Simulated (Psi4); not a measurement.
C₆H₈ (SMILES C1=CCCC=C1), singlet, at a GFN2-xTB geometry; SVWN/6-31G run with Psi4.

Input for Psi4:
```
memory 2 GB

molecule mol {
0 1
  C     0.334154   -1.320949    0.370251
  C     1.346413   -0.526377    0.030314
  C     1.121701    0.886668   -0.215467
  C    -0.113014    1.353231   -0.386841
  C    -1.292706    0.425692   -0.374388
  C    -1.049167   -0.767555    0.550070
  H     0.484302   -2.368487    0.586877
  H     2.353911   -0.904353   -0.062995
  H     1.982519    1.537378   -0.262315
  H    -0.300205    2.395361   -0.600687
  H    -1.456725    0.070233   -1.399832
  H    -2.194820    0.957874   -0.067789
  H    -1.797450   -1.540659    0.367281
  H    -1.155821   -0.451608    1.595820
}

set basis 6-31g
set reference rks
set scf_initial_accelerator none

energy('svwn')
print_variables()
```

What the program printed (banner, timings and long lists left out):

```
   => Loading Basis Set <=

    Name: 6-31G
    Role: ORBITAL
    Keyword: BASIS

         ---------------------------------------------------------
                                   SCF
               by Justin Turney, Rob Parrish, Andy Simmonett
                          and Daniel G. A. Smith
                              RKS Reference
         ---------------------------------------------------------

  ==> Geometry <==

    Molecular point group: c1
    Full point group: C1

    Geometry (in Angstrom), charge = 0, multiplicity = 1:

       Center              X                  Y                   Z               Mass
    ------------   -----------------  -----------------  -----------------  -----------------
         C            0.308324544490    -1.324719526399     0.372188839609    12.000000000000
         C            1.320583544490    -0.530147526399     0.032251839609    12.000000000000
         C            1.095871544490     0.882897473601    -0.213529160391    12.000000000000
         C           -0.138843455510     1.349460473601    -0.384903160391    12.000000000000
         C           -1.318535455510     0.421921473601    -0.372450160391    12.000000000000
         C           -1.074996455510    -0.771325526399     0.552007839609    12.000000000000
         H            0.458472544490    -2.372257526399     0.588814839609     1.007825032230
         H            2.328081544490    -0.908123526399    -0.061057160391     1.007825032230
         H            1.956689544490     1.533607473601    -0.260377160391     1.007825032230
         H           -0.326034455510     2.391590473601    -0.598749160391     1.007825032230
         H           -1.482554455510     0.066462473601    -1.397894160391     1.007825032230
         H           -2.220649455510     0.954103473601    -0.065851160391     1.007825032230
         H           -1.823279455510    -1.544429526399     0.369218839609     1.007825032230
         H           -1.181650455510    -0.455378526399     1.597757839609     1.007825032230

  Running in c1 symmetry.

  Rotational constants: A =      0.17238  B =      0.17045  C =      0.09107 [cm^-1]
  Rotational constants: A =   5167.75005  B =   5109.95045  C =   2730.34341 [MHz]
  Nuclear repulsion =  220.494511787662077

  Charge       = 0
  Multiplicity = 1
  Electrons    = 44
  Nalpha       = 22
  Nbeta        = 22

  ==> Algorithm <==

  SCF Algorithm Type is DF.
  DIIS enabled.
  MOM disabled.
  Fractional occupation disabled.
[...]
   @DF-RKS iter   4:  -232.02117174253769   -1.09427e-03   1.07711e-03 DIIS
   @DF-RKS iter   5:  -232.02397052444917   -2.79878e-03   3.62239e-04 DIIS
   @DF-RKS iter   6:  -232.02431038147802   -3.39857e-04   1.04034e-04 DIIS
   @DF-RKS iter   7:  -232.02433969795709   -2.93165e-05   1.09968e-05 DIIS
   @DF-RKS iter   8:  -232.02434004763290   -3.49676e-07   1.36515e-06 DIIS
   @DF-RKS iter   9:  -232.02434005492952   -7.29662e-09   1.91774e-07 DIIS
  Energy and wave function converged.

  ==> Post-Iterations <==

   Electrons on quadrature grid:
      Ntotal   =   44.0001140778 ; deviation = 1.141e-04

    Orbital Energies [Eh]
    ---------------------

    Doubly Occupied:

[...]
      22A     -0.198980

    Virtual:

[...]
    Final Occupation by Irrep:
              A
    DOCC [    22 ]
    NA   [    22 ]
    NB   [    22 ]

  @DF-RKS Final Energy:  -232.02434005492952

   => Energetics <=

    Nuclear Repulsion Energy =            220.4945117876620770
    One-Electron Energy =                -749.6326776770952165
    Two-Electron Energy =                 331.3173796984956994
    DFT Exchange-Correlation Energy =     -34.2035538639920915
    Empirical Dispersion Energy =           0.0000000000000000
    VV10 Nonlocal Energy =                  0.0000000000000000
    Total Energy =                       -232.0243400549295245

Computation Completed

Properties will be evaluated at   0.000000,   0.000000,   0.000000 [a0]

Properties computed using the SCF density matrix

 Multipole Moments:

 ------------------------------------------------------------------------------------
     Multipole            Electronic (a.u.)      Nuclear  (a.u.)        Total (a.u.)
 ------------------------------------------------------------------------------------

 L = 1.  Multiply by 2.5417464519 to convert [e a0] to [Debye]
 Dipole X            :          1.9652233           -2.1476719           -0.1824486
 Dipole Y            :          0.2868786           -0.3135134           -0.0266348
 Dipole Z            :         -0.1474286            0.1611161            0.0136875
 Magnitude           :                                                    0.1848899

 ------------------------------------------------------------------------------------

  Variable Map:
  ----------------------------------------------------------------------------
[...]
  Array Variable Map:
  ----------------------------------------------------------------------------
[...]
[...]
```
